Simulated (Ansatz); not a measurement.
Two isomers of C4H8Si: A = `C=C=C[SiH2]C`, B = `C=C1CC1[SiH3]`.

Computed with Ansatz on PBE0-D4/def2-TZVP structures; ΔE is electronic, products minus reactants. CBS: MP2 limit from def2 TZ/QZ plus the TZ coupled-cluster correction, frozen cores. Functionals use def2-TZVPP. B3LYP here is the variant with VWN-RPA as its local correlation; programs differ in this. One conformer a species, not always the lowest.

**Question.** Which is lower in electronic energy at CCSD(T)/CBS, and by how much? (Best estimate.)

**Answer.** The calculation gave: A, by 73.4 kJ/mol.

**Question.** Give E(B) − E(A) in kJ/mol with r2SCAN-D4, HF/def2-TZVPP, CCSD/def2-TZVPP, ωB97M-V, B3LYP-D4, B2PLYP, CCSD(T)/def2-TZVPP. (An estimate is asked.)

**Answer.** Computed: r2SCAN-D4 75.6, HF/def2-TZVPP 79.7, CCSD/def2-TZVPP 71.2, ωB97M-V 72.4, B3LYP-D4 81.7, B2PLYP 78.5, CCSD(T)/def2-TZVPP 72.1. None reverses the order clearly.

Largest T1 diagnostic: 0.012.

From PBE to PBE0 (25 % exact exchange), in def2-TZVPP and without D4, E(B) − E(A) moves by −6.5 kJ/mol. In def2-TZVPP, CCSD(T) changes the Hartree–Fock value by −7.7 kJ/mol (the triples alone add +0.8 kJ/mol) and MP2 by −15.1 kJ/mol.
